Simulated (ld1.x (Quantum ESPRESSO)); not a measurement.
**PBE PAW dataset for vanadium (V), scalar-relativistic all-electron reference.**

The input file (ld1.x (Quantum ESPRESSO) 7.5):

```
&input
   title='V', zed=23., rel=1, dft='PBE', iswitch=3,
   config='[Ar] 3d3 4s2 4p0 4f-2',
   nld=4, rlderiv=2.20, eminld=-7.0, emaxld=5.0, deld=0.02
 /
 &inputp
   pseudotype=3, lpaw=.true., tm=.true., lloc=-1, rcloc=1.40,
   nlcc=.true., new_core_ps=.true., rcore=1.30,
   which_augfun='PSQ', rmatch_augfun_nc=.true.,
   file_pseudopw='V.UPF', file_wfcaegen='ae.wfc', file_wfcncgen='nc.wfc', file_beta='beta', file_chi='chi', file_wfcusgen='us.wfc'
 /
8
3S  1  0   2.00   0.00  1.40  1.60  0.0
4S  2  0   2.00   0.00  1.40  1.60  0.0
3P  2  1   6.00   0.00  1.40  1.85  0.0
4P  3  1   0.00   0.00  1.40  1.85  0.0
3D  3  2   3.00   0.00  1.05  1.40  0.0
3D  3  2   0.00   1.20  1.05  1.40  0.0
4F  4  3  -2.00   0.30  1.90  2.00  0.0
4F  4  3  -2.00   0.90  1.90  2.00  0.0
 &test
   configts(1)='3s2 3p6 3d3 4s2 4p0'
 /
```

Command:

```bash
ld1.x < V.in > V.out
```

The program printed (shortened: banner, matrices, multipoles, cross overlaps and the repeated all-electron block are left out):

```
Program LD1 v.7.5
     --------------------------- All-electron run ----------------------------

     V
     scalar relativistic calculation

     atomic number is 23.00
     dft =PBE   lsd =0 sic =0 latt =0  beta=0.20 tr2=1.0E-14
     Exchange-correlation= PBE
                           (   1   4   3   4   0   0   0)
     mesh =1181 r(mesh) = 100.93793 a.u. xmin = -7.00 dx = 0.01250
     1 Ry =  13.60569312 eV, c = 137.03599908

     n l     nl                  e(Ry)          e(Ha)          e(eV)
     1 0     1S 1( 2.00)      -394.2962      -197.1481     -5364.6728
     2 0     2S 1( 2.00)       -44.2933       -22.1466      -602.6404
     2 1     2P 1( 6.00)       -36.9815       -18.4907      -503.1587
     3 0     3S 1( 2.00)        -5.1622        -2.5811       -70.2352
     3 1     3P 1( 6.00)        -3.2370        -1.6185       -44.0412
     3 2     3D 1( 3.00)        -0.3796        -0.1898        -5.1645
     4 0     4S 1( 2.00)        -0.3456        -0.1728        -4.7020
     4 1     4P 1( 0.00)        -0.1061        -0.0531        -1.4439

     final scf error:  5.2E-15 reached in  29 iterations

     Etot =   -1898.012815 Ry,    -949.006408 Ha,  -25823.779905 eV

     Ekin =    1915.596250 Ry,     957.798125 Ha,   26063.014723 eV
     Encl =   -4517.437358 Ry,   -2258.718679 Ha,  -61462.866401 eV
     Eh   =     794.052679 Ry,     397.026339 Ha,   10803.637071 eV
     Exc  =     -90.224385 Ry,     -45.112193 Ha,   -1227.565299 eV

     normalization and overlap integrals

     s(1S/1S) =  1.000000  <r> =   0.0664  <r2> =    0.0059  r(max) =   0.0435
     s(2S/2S) =  1.000000  <r> =   0.3082  <r2> =    0.1123  r(max) =   0.2565
     s(2P/2P) =  1.000000  <r> =   0.2741  <r2> =    0.0926  r(max) =   0.2074
     s(3S/3S) =  1.000000  <r> =   0.9484  <r2> =    1.0380  r(max) =   0.8204
     s(3P/3P) =  1.000000  <r> =   1.0166  <r2> =    1.2187  r(max) =   0.8411
     s(3D/3D) =  1.000000  <r> =   1.4490  <r2> =    2.8547  r(max) =   0.8954
     s(4S/4S) =  1.000000  <r> =   3.3503  <r2> =   12.9900  r(max) =   2.7580
     s(4P/4P) =  1.000000  <r> =   4.7239  <r2> =   26.4989  r(max) =   3.6310

     ------------------------ End of All-electron run ------------------------

     --------------------- Generating PAW atomic setup --------------------

      Generating local potential from pseudized AE potential:
      Matching radius rcloc =   1.4000

      Local pseudo, rcloc= 1.404 Estimated cut-off energy=    12.56 Ry

      Computing core charge for nlcc:

       r > 1.30 : true rho core
      Core charge pseudized with two Bessel functions
      Integrated core pseudo-charge :   0.02
      Wfc-us  3S rcutus= 1.591  Estimated cut-off energy=    21.46 Ry
      Wfc-us  4S rcutus= 1.591  Estimated cut-off energy=    43.91 Ry
      Wfc-us  3P rcutus= 1.849  Estimated cut-off energy=    25.04 Ry
      Wfc-us  4P rcutus= 1.849  Estimated cut-off energy=    47.43 Ry
      Wfc-us  3D rcutus= 1.404  Estimated cut-off energy=    57.76 Ry
      Wfc-us  3D rcutus= 1.404  Estimated cut-off energy=    69.18 Ry
      Wfc-us  4F rcutus= 1.993  Estimated cut-off energy=    35.15 Ry
      Wfc-us  4F rcutus= 1.993  Estimated cut-off energy=    35.60 Ry

     Required augmentation: PSQ   radius:    2.000000

     Q pseudized with Bessel functions
     Expected ecutrho=     440.2168 due to l1=  2   l2=  3

     Estimated PAW energy = -213.416551 Ryd

     ------------------- End of pseudopotential generation -------------------

     Computing logarithmic derivative in   2.18863
     Computing logarithmic derivative in   2.18863
     Computing the partial wave expansion
     R is outside the sphere for l=    0 j= 0.00
     R is outside the sphere for l=    0 j= 0.00
     R is outside the sphere for l=    1 j= 0.00
     R is outside the sphere for l=    1 j= 0.00
     R is outside the sphere for l=    2 j= 0.00
     R is outside the sphere for l=    2 j= 0.00
     R is outside the sphere for l=    3 j= 0.00
     R is outside the sphere for l=    3 j= 0.00

     ---------------------- Testing the pseudopotential ----------------------

     V
     scalar relativistic calculation

     atomic number is 23.00   valence charge is 13.00
     dft = SLA  PW   PBX  PBC   lsd =0 sic =0 latt =0  beta=0.20 tr2=1.0E-14
     mesh =1181 r(mesh) = 100.93793 xmin = -7.00 dx = 0.01250

     n l     nl             e AE (Ry)        e PS (Ry)    De AE-PS (Ry)
     1 0     3S   1( 2.00)       -5.16220       -5.16219       -0.00000
     2 1     3P   1( 6.00)       -3.23697       -3.23697        0.00000
     3 2     3D   1( 3.00)       -0.37958       -0.37959        0.00000
     2 0     4S   1( 2.00)       -0.34559       -0.34558       -0.00001
     3 1     4P   1( 0.00)       -0.10613       -0.10613        0.00000

     eps = 6.5E-15  iter =  9

     Etot =   -1898.012815 Ry,    -949.006408 Ha,  -25823.779905 eV
     Etotps =  -213.416541 Ry,    -106.708270 Ha,   -2903.679960 eV

     Ekin =     166.293022 Ry,      83.146511 Ha,    2262.531831 eV
     Encl =    -405.941829 Ry,    -202.970914 Ha,   -5523.119951 eV
     Ehrt =     116.456617 Ry,      58.228308 Ha,    1584.472988 eV
     Ecxc =     -90.224351 Ry,     -45.112175 Ha,   -1227.564828 eV
     (Ecc =      -0.007752 Ry,      -0.003876 Ha,      -0.105471 eV)

     ---------------------- End of pseudopotential test ----------------------
```

The ghost test of this file was not conclusive. Its overlap operator is not positive definite in a basis up to 400 Ry (lowest eigenvalue p -537.16, f -1.35), so the file is unfit for use: the generalised eigenproblem breaks down once the basis is large enough, and its test numbers describe a broken file.

Generation and configuration tests took about 4.1 s on one core of a shared server CPU.

Transferability test of the new file with ld1.x, input:

```
&input
   title='V', zed=23., rel=1, dft='PBE', iswitch=2,
   config='[Ar] 3d3 4s2 4p0 4f-2'
 /
 &test
   file_pseudo='V.UPF', nconf=8,
   configts(1)='3s2 3p6 3d3 4s2 4p0',
   configts(2)='3s2 3p6 3d3 4s1 4p0',
   configts(3)='3s2 3p6 3d3 4s0 4p0',
   configts(4)='3s2 3p6 3d2 4s0 4p0',
   configts(5)='3s2 3p6 3d4 4s0 4p0',
   configts(6)='3s2 3p6 3d3 4s1.5 4p0',
   configts(7)='3s2 3p6 3d3.5 4s1.5 4p0',
   configts(8)='3s1 3p6 3d3 4s2 4p0'
 /
```

```bash
ld1.x < V.test.in > V.test.out
```

Pseudopotential blocks of its output, shortened (energy terms left out; the distinct warnings before each block abridged to one line each):

```
     ---------------------- Testing the pseudopotential ----------------------

     n l     nl             e AE (Ry)        e PS (Ry)    De AE-PS (Ry)
     1 0     3S   1( 2.00)       -5.16220       -5.16219       -0.00000
     2 1     3P   1( 6.00)       -3.23697       -3.23697        0.00000
     3 2     3D   1( 3.00)       -0.37958       -0.37959        0.00000
     2 0     4S   1( 2.00)       -0.34559       -0.34558       -0.00001
     3 1     4P   1( 0.00)       -0.10613       -0.10613        0.00000

     eps = 6.6E-15  iter =  9

     Etot =   -1898.012815 Ry,    -949.006408 Ha,  -25823.779905 eV
     Etotps =  -213.416541 Ry,    -106.708270 Ha,   -2903.679960 eV

     ---------------------- End of pseudopotential test ----------------------

          ---------------------- Testing the pseudopotential ----------------------

     n l     nl             e AE (Ry)        e PS (Ry)    De AE-PS (Ry)
     1 0     3S   1( 2.00)       -5.72074       -5.71083       -0.00990  !
     2 1     3P   1( 6.00)       -3.79624       -3.78614       -0.01010  !
     3 2     3D   1( 3.00)       -0.92848       -0.92121       -0.00726  !
     2 0     4S   1( 1.00)       -0.80115       -0.80519        0.00403
     3 1     4P   1( 0.00)       -0.50232       -0.51813        0.01581  !

     eps = 7.3E-15  iter = 19

     Etot =   -1897.444328 Ry,    -948.722164 Ha,  -25816.045246 eV
     Etotps =  -212.846615 Ry,    -106.423307 Ha,   -2895.925725 eV
     dEtot_ae =       0.568487 Ry
     dEtot_ps =       0.569926 Ry,   Delta E=      -0.001439 Ry

     ---------------------- End of pseudopotential test ----------------------

          ---------------------- Testing the pseudopotential ----------------------

     n l     nl             e AE (Ry)        e PS (Ry)    De AE-PS (Ry)
     1 0     3S   1( 2.00)       -6.37798       -6.35266       -0.02533  !
     2 1     3P   1( 6.00)       -4.45281       -4.42357       -0.02924  !
     3 2     3D   1( 3.00)       -1.56677       -1.54766       -0.01912  !
     2 0     4S   1( 0.00)       -1.30829       -1.34860        0.04032  !
     3 1     4P   1( 0.00)       -0.95286       -1.07923        0.12637  !

     eps = 8.7E-15  iter = 15

     Etot =   -1896.393595 Ry,    -948.196797 Ha,  -25801.749288 eV
     Etotps =  -211.781430 Ry,    -105.890715 Ha,   -2881.433140 eV
     dEtot_ae =       1.619221 Ry
     dEtot_ps =       1.635111 Ry,   Delta E=      -0.015891 Ry

     ---------------------- End of pseudopotential test ----------------------

          Warning: n=3, l=1 expected 1 nodes, found 2
     ---------------------- Testing the pseudopotential ----------------------

     n l     nl             e AE (Ry)        e PS (Ry)    De AE-PS (Ry)
     1 0     3S   1( 2.00)       -7.62866       -7.62233       -0.00634  !
     2 1     3P   1( 6.00)       -5.68090       -5.67398       -0.00692  !
     3 2     3D   1( 2.00)       -2.71620       -2.71041       -0.00579  !
     2 0     4S   1( 0.00)       -2.04038       -2.05200        0.01162  !
     3 1     4P   1( 0.00)       -1.60409       -2.08532        0.48123  !

     eps = 3.3E-16  iter = 12

     Etot =   -1894.269646 Ry,    -947.134823 Ha,  -25772.851498 eV
     Etotps =  -209.672500 Ry,    -104.836250 Ha,   -2852.739696 eV
     dEtot_ae =       3.743169 Ry
     dEtot_ps =       3.744040 Ry,   Delta E=      -0.000871 Ry

     ---------------------- End of pseudopotential test ----------------------

          ---------------------- Testing the pseudopotential ----------------------

     n l     nl             e AE (Ry)        e PS (Ry)    De AE-PS (Ry)
     1 0     3S   1( 2.00)       -5.37892       -5.36061       -0.01831  !
     2 1     3P   1( 6.00)       -3.46785       -3.44194       -0.02590  !
     3 2     3D   1( 4.00)       -0.66059       -0.65094       -0.00965  !
     2 0     4S   1( 0.00)       -0.69797       -0.74019        0.04222  !
     3 1     4P   1( 0.00)       -0.42853       -0.44013        0.01160  !

     eps = 3.9E-15  iter = 18

     Etot =   -1897.483868 Ry,    -948.741934 Ha,  -25816.583212 eV
     Etotps =  -212.856111 Ry,    -106.428056 Ha,   -2896.054929 eV
     dEtot_ae =       0.528947 Ry
     dEtot_ps =       0.560429 Ry,   Delta E=      -0.031482 Ry

     ---------------------- End of pseudopotential test ----------------------

          ---------------------- Testing the pseudopotential ----------------------

     n l     nl             e AE (Ry)        e PS (Ry)    De AE-PS (Ry)
     1 0     3S   1( 2.00)       -5.42805       -5.42384       -0.00421
     2 1     3P   1( 6.00)       -3.50329       -3.49907       -0.00422
     3 2     3D   1( 3.00)       -0.64172       -0.63866       -0.00306
     2 0     4S   1( 1.50)       -0.56614       -0.56725        0.00111
     3 1     4P   1( 0.00)       -0.29548       -0.29846        0.00299

     eps = 9.2E-15  iter = 15

     Etot =   -1897.785591 Ry,    -948.892795 Ha,  -25820.688362 eV
     Etotps =  -213.189072 Ry,    -106.594536 Ha,   -2900.585095 eV
     dEtot_ae =       0.227224 Ry
     dEtot_ps =       0.227468 Ry,   Delta E=      -0.000244 Ry

     ---------------------- End of pseudopotential test ----------------------

          ---------------------- Testing the pseudopotential ----------------------

     n l     nl             e AE (Ry)        e PS (Ry)    De AE-PS (Ry)
     1 0     3S   1( 2.00)       -5.01131       -4.99940       -0.01191  !
     2 1     3P   1( 6.00)       -3.09236       -3.07986       -0.01251  !
     3 2     3D   1( 3.50)       -0.26499       -0.25704       -0.00794  !
     2 0     4S   1( 1.50)       -0.31168       -0.31566        0.00398
     3 1     4P   1( 0.00)       -0.08962       -0.08914       -0.00048

     eps = 6.2E-15  iter = 20

     Etot =   -1898.008797 Ry,    -949.004398 Ha,  -25823.725234 eV
     Etotps =  -213.409176 Ry,    -106.704588 Ha,   -2903.579763 eV
     dEtot_ae =       0.004018 Ry
     dEtot_ps =       0.007364 Ry,   Delta E=      -0.003346 Ry

     ---------------------- End of pseudopotential test ----------------------

          ---------------------- Testing the pseudopotential ----------------------

     n l     nl             e AE (Ry)        e PS (Ry)    De AE-PS (Ry)
     1 0     3S   1( 1.00)       -6.26440       -6.33005        0.06565  !
     2 1     3P   1( 6.00)       -4.31725       -4.37809        0.06084  !
     3 2     3D   1( 3.00)       -1.36728       -1.42113        0.05385  !
     2 0     4S   1( 2.00)       -0.93168       -0.91943       -0.01225  !
     3 1     4P   1( 0.00)       -0.59102       -0.74667        0.15565  !

     eps = 1.7E-15  iter = 22

     Etot =   -1892.321851 Ry,    -946.160925 Ha,  -25746.350392 eV
     Etotps =  -207.695688 Ry,    -103.847844 Ha,   -2825.843795 eV
     dEtot_ae =       5.690964 Ry
     dEtot_ps =       5.720853 Ry,   Delta E=      -0.029888 Ry

     ---------------------- End of pseudopotential test ----------------------
```
